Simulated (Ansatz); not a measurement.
`CO[SiH2]S[SiH2]Cl` and `Cl[SiH2]S[SiH2]Cl` differ in one atom or group.

Ansatz, PBE0-D4/def2-TZVP geometries, multiplicity 1. Each molecule was computed in one conformer, which needn't be the lowest.

| property | `CO[SiH2]S[SiH2]Cl` |
| --- | --- |
| HOMO–LUMO gap (ωB97M-V/def2-TZVPP) / eV | 11.37 |
| HOMO–LUMO gap (PBE/def2-TZVPP) / eV | 5.32 |
| HOMO energy (PBE/def2-TZVPP) / eV | -6.52 |
| HOMO energy (PBE0/def2-TZVPP) / eV | -7.75 |
| HOMO–LUMO gap (PBE0/def2-TZVPP) / eV | 7.41 |
| HOMO energy (ωB97M-V/def2-TZVPP) / eV | -9.91 |

**Question.** What does the change do to each property? (Estimate.)

**Answer.** Computed: 
```tsv
property	`Cl[SiH2]S[SiH2]Cl`	shift
HOMO–LUMO gap (ωB97M-V/def2-TZVPP) / eV	11.52	0.15
HOMO–LUMO gap (PBE/def2-TZVPP) / eV	5.47	0.15
HOMO energy (PBE/def2-TZVPP) / eV	-6.87	-0.35
HOMO energy (PBE0/def2-TZVPP) / eV	-8.08	-0.33
HOMO–LUMO gap (PBE0/def2-TZVPP) / eV	7.54	0.13
HOMO energy (ωB97M-V/def2-TZVPP) / eV	-10.23	-0.32
```

With PBE0 the HOMO falls by 0.33 eV and the LUMO falls by 0.20 eV, so the gap widens by about 0.13 eV. PBE moves the HOMO by -0.35 eV and ωB97M-V by -0.32 eV.
